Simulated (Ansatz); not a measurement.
Start from `C[SiH]([SiH3])CF` and change one atom or group to get `B[SiH](C)CF`.

Ansatz, PBE0-D4/def2-TZVP geometries, multiplicity 1. Each molecule was computed in one conformer, which needn't be the lowest.

| property | `C[SiH]([SiH3])CF` |
| --- | --- |
| size of the dipole moment (ωB97M-V/def2-TZVPP) / D | 1.60 |
| HOMO energy (ωB97M-V/def2-TZVPP) / eV | -10.02 |
| LUMO energy (ωB97M-V/def2-TZVPP) / eV | 1.87 |
| HOMO–LUMO gap (ωB97M-V/def2-TZVPP) / eV | 11.90 |
| HOMO–LUMO gap (PBE0/def2-TZVPP) / eV | 8.20 |
| LUMO energy (PBE/def2-TZVPP) / eV | -0.60 |

(1) What does the change do to each property? (Best estimate.)

## Answers

(1) Computed: 
```csv
property,`B[SiH](C)CF`,shift
size of the dipole moment (ωB97M-V/def2-TZVPP) / D,1.35,-0.25
HOMO energy (ωB97M-V/def2-TZVPP) / eV,-10.24,-0.22
LUMO energy (ωB97M-V/def2-TZVPP) / eV,-0.42,-2.29
HOMO–LUMO gap (ωB97M-V/def2-TZVPP) / eV,9.83,-2.07
HOMO–LUMO gap (PBE0/def2-TZVPP) / eV,5.68,-2.52
LUMO energy (PBE/def2-TZVPP) / eV,-3.37,-2.77
```

With PBE0 the HOMO falls by 0.08 eV and the LUMO falls by 2.60 eV, so the gap narrows by about 2.52 eV. PBE moves the HOMO by 0.03 eV and ωB97M-V by -0.22 eV. Dipoles are sizes alone; their direction can turn.
